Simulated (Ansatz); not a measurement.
Stepwise reaction of `O[SiH2]C[SiH2]O` with hydrogen chloride, as a gas-phase model of exchange steps in deposition or etching. ΔE in kJ/mol.

Calculated with Ansatz (gas phase, PBE0-D4/def2-TZVP geometries, no zero-point term in ΔE). CBS: MP2 limit from def2 TZ/QZ plus the TZ coupled-cluster correction, frozen cores. This one scheme is used for every species. DFT in def2-TZVPP. B3LYP here is the variant with VWN-RPA as its local correlation; programs differ in this. One conformer a species, not always the lowest.

```
step                                                     reaction  PBE-D4  B3LYP-D4  ωB97M-V  CCSD(T)/CBS
   2  `O[SiH2]C[SiH](O)Cl` + HCl → `O[Si@H](Cl)C[Si@H](O)Cl` + H₂   -90.2     -88.6    -90.3        -88.9
```

**Question.** Give the row of step 1, `O[SiH2]C[SiH2]O` + HCl → `O[SiH2]C[SiH](O)Cl` + H₂. (Estimate.)

**Answer.** Ansatz gave: 
```
step                                             reaction  PBE-D4  B3LYP-D4  ωB97M-V  CCSD(T)/CBS
   1  `O[SiH2]C[SiH2]O` + HCl → `O[SiH2]C[SiH](O)Cl` + H₂  -100.6     -99.7   -101.8        -99.9
```

**Question.** By hand: ΔE of the 2 steps together at CCSD(T)/CBS.

**Answer.** (-99.9) + (-88.9) = -188.8 kJ/mol, or -94.4 kJ/mol a step.

In ΔE each step is higher than the one before. All are downhill at CCSD(T)/CBS. PBE-D4 differs from CCSD(T)/CBS by -1.3 to -0.7 kJ/mol a step. Isolated molecules leave out the surface, adducts and barriers. Largest T1 diagnostic: 0.011.
